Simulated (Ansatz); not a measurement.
Basis-set extrapolation for `B[SiH2]C=O` (PBE0-D4/def2-TZVP geometry, frozen core, Ansatz). Multiplicity 1, RHF reference.

|  | def2-TZVPP | def2-QZVPP |
| --- | --- | --- |
| HF | -429.261699 | -429.277153 |
| MP2 correlation | -0.604573 | -0.648566 |
| CCSD(T) correlation | -0.673869 | not run |

Energies in hartree. Use E(X) = E(∞) + A·exp(−7.88·√X) for Hartree–Fock and E(X) = E(∞) + B·X^(−2.97) for correlation, with X = 3 and 4, and add CCSD(T) minus MP2 of the smaller set to the MP2 limit.

Problem. What is the CCSD(T) energy at the basis-set limit?

Solution. HF limit: -429.277153 + (-0.015454) × 0.13774 = -429.27928. MP2 limit: -0.648566 + (-0.043993) × 0.74074 = -0.68115. Higher-order term: -0.673869 − (-0.604573) = -0.06930. Total: -430.02973 hartree, 2.56 eV below CCSD(T)/def2-TZVPP.
